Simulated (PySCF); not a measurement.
Two-component Hartree-Fock for Tb²⁺ (terbium, charge +2)

Start: [Xe] 4f9; 4f5/2 filled at m_j = -5/2, -3/2, -1/2, +1/2, +3/2, +5/2; 4f7/2 filled at m_j = +3/2, +5/2, +7/2. Calculated with PySCF 2.14 in x2c-SVPall-2c (7s10p9d3f1g, 112 functions): generalised Hartree-Fock with the X2C-1e Hamiltonian and a Gaussian nucleus; one run each with spin-orbit coupling (SO) switched off, then screened by Boettger's factors.

```csv
spinor shell,electrons,"ε, spin-free (eV)","ε, screened SO (eV)",weight of nominal j (screened SO),"rms radius, screened SO (bohr)"
1s1/2,2,-52266.6,-52256.3,1.000,0.0245
2s1/2,2,-8797.5,-8794.3,1.000,0.0989
2p1/2,2,-7814.5,-8341.5,1.000,0.0846
2p3/2,4,-7814.5,-7589.7,1.000,0.0912
3s1/2,2,-2012.6,-2011.5,1.000,0.255
3p1/2,2,-1703.2,-1814.3,1.000,0.246
3p3/2,4,-1703.2,-1655.1,1.000,0.260
3d3/2,4,-1298.5,-1319.1,0.998,0.232
3d5/2,6,-1298.5,-1283.8,0.999,0.236
4s1/2,2,-432.91,-432.59,1.000,0.576
4p1/2,2,-328.51,-354.67,0.986,0.593
4p3/2,4,-328.51,-317.01,0.993,0.622
4d3/2,4,-182.02,-190.18,0.791,0.671
4d5/2,6,-182.02,-176.31,0.861,0.679
5s1/2,2,-71.435,-71.379,1.000,1.43
5p1/2,2,-44.211,-48.020,0.941,1.61
5p3/2,4,-44.211,-42.541,0.971,1.72
4f5/2,6,-27.243,-26.849,0.723,0.972
4f7/2,3,-27.243,-27.833,0.807,0.962
```

```
   quantity     spin-free   screened SO
E (hartree)  -11699.68082  -11707.75363
        M_J          15/2          15/2
       ⟨J²⟩        63.766        63.772
       ⟨L²⟩        30.008        30.566
       ⟨S²⟩         8.758         8.633
```

Each row is a mean over spinors that exchange with the open shell spreads, by up to 15.205 eV (4d5/2).

Rows whose weight is well below 1 are mixtures of j = l ± 1/2: exchange outweighs spin-orbit coupling there, and the label is only the starting occupation.

Breit and QED terms are absent; they matter most for the inner s and p1/2 levels.

Densities and radii are taken from the X2C orbitals without a picture-change correction, which distorts them close to the nucleus.

Without spin-orbit coupling the j labels of p, d and f shells carry no meaning; the spin-free column gives the mean over the occupied spinors of each nl shell.
